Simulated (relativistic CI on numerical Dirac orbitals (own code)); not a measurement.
Calculated at this level of theory: Dirac-Coulomb-Breit CI, KLI orbitals optimised for each configuration, model QED (radiative potential, 1s self-energy scaled to tabulated hydrogen-like ionisation energies), unscaled Slater integrals (own radial code, finite nucleus).

The strongest absorption lines from the ground level of an ion, among the configurations computed and to levels below about 6780 eV (vacuum wavelength in Å, gf): 1.8359 (0.12), 1.8466 (0.06), 2.2835 (0.0016), 2.4150 (0.32), 2.4311 (0.12), 2.4648 (0.25), 26.302 (0.16), 102.31 (0.0089).

(1) Which ion is it?
A. Te50+
B. Te48+
C. Nd56+
D. Ba52+

Results:

(1) B. Te48+ has 4 electrons and the ground level 2s2 1S_0; the strongest line goes to 2s 3p 1P°_1. The pattern of lines fixes the number of electrons, and along that sequence the line energies rise steadily with the charge (about as its square where n changes within one kind of shell, about linearly where n is kept but much faster in heavy ions where fine structure, which grows about as Z⁴, sets the gap, and irregularly where shells cross), which fixes Z. Configurations outside the model, such as inner-shell arrays, can give stronger lines. At this charge energies of transitions that change n are usually good to better than 1 %, and those within a shell (Δn = 0) to a few per cent.

LS names give the leading component of a level, which can be under half, so a name can repeat, a term be missing and a line seem to break the LS rules.
